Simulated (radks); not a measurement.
Coulomb parameter of the 4d shell of neutral niobium in the model configuration [Kr] 4d3.5 5s1.5, as a second difference U = [E(n + 0.5) + E(n - 0.5) - 2 E(n)] / (0.5)^2 with all orbitals relaxed. "Bare": the charge of the atom changes with n. "Screened": the 5s shell takes up the change at fixed total charge, which measures U(4d,4d) + U(5s,5s) - 2 U(4d,5s). Method: scalar-relativistic Kohn-Sham, PBE, spin-unpolarised, spherical densities, finite nucleus; Fermi nuclear charge, rms radius 4.324 fm; computed with a radial shooting solver on a logarithmic mesh with Libxc functionals.

\begin{tabular}{lrr}
case & configuration & E - E(n) (eV) \\ \hline
start & [Kr] 4d3.5 5s1.5 & 0.000 \\
bare +0.5 & [Kr] 4d4 5s1.5 & -1.012 \\
bare -0.5 & [Kr] 4d3 5s1.5 & 2.893 \\
screened +0.5 & [Kr] 4d4 5s1 & 0.370 \\
screened -0.5 & [Kr] 4d3 5s2 & -0.146 \\
\end{tabular}

U(bare) = 7.525 eV, U(screened by 5s) = 0.894 eV, against the Slater integral F0(4d,4d) = 11.802 eV with frozen orbitals. The step up makes a negative ion, whose loosely bound charge lowers the bare value.
